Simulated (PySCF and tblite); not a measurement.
Values are calculated unless marked as measured or tabulated.
C₆H₈O₂, numbered as in [CH:1]#[C:2][CH:3]1[CH2:4][O:5][CH2:6][O:7][CH2:8]1.

Level: CAM-B3LYP-D3(BJ)/pcSseg-1 (IEF-PCM, benzene)//GFN2-xTB, thermal terms from GFN2-xTB, symmetry numbers and mirror pairs counted. Conformers within 3 kcal/mol (GFN2-xTB free energy) were kept, 8 at most. Codes: tblite and PySCF.

The 6-ring runs over atoms 3–4–5–6–7–8.

```csv
conformer,shape,symmetry,dipole D
1,6-ring chair (C2 axial),Cs,2.60
2,6-ring chair (all substituents equatorial),Cs,1.78
```

Which of these conformers is the most populated at 298.15 K, and with what share?

Conformer 2, about 94 %.

Give the DFT energies and free energies relative to the lowest, and all weights.


```tsv
conformer	shape	E(DFT) kcal/mol	G(298.15 K) kcal/mol	weight %
1	6-ring chair (C2 axial)	1.67	1.65	5.9
2	6-ring chair (all substituents equatorial)	0.00	0.00	94.1
```

How does its share change from 150 K to 400 K?

From 100 % to 89 %; the mixing entropy goes from 0.06 to 0.68 cal/(mol K).


Conformer gaps in pcSseg-1 on xTB geometries can be 2 kcal/mol off for S=O, P=O and other polar bonds.